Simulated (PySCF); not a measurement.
## TiF4: tetrahedral to square-planar path

Method: B3LYP/[Ti def2-SVP, F def2-SVP], no relativity, density fitting, PySCF.

Rigid scan from the singlet minimum (Ti–F 1.735 Å (×4); F–Ti–F 109.5° (×6)). Coordinate: D2d path, angle between each bond and the S4 axis (54.74 tetrahedral, 90 square planar), bonds fixed. Energies in kJ/mol from the minimum.

```
angle of the bonds to the S4 axis (°)  E (kJ/mol)
                                 45.0        54.3
                                 50.0        11.8
                                 54.7         0.0
                                 60.0        12.6
                                 66.0        52.5
                                 72.0       112.5
                                 78.0       180.8
                                 84.0       237.1
                                 90.0       259.5
```

With the bonds held, the square planar shape lies 259.5 kJ/mol from the minimum.

Other isomers or separated fragments may lie lower.

The scan took 21 s on 2 threads of a shared Intel Xeon Platinum 8488C (Sapphire Rapids) host; the process peaked at 1.2 GiB.
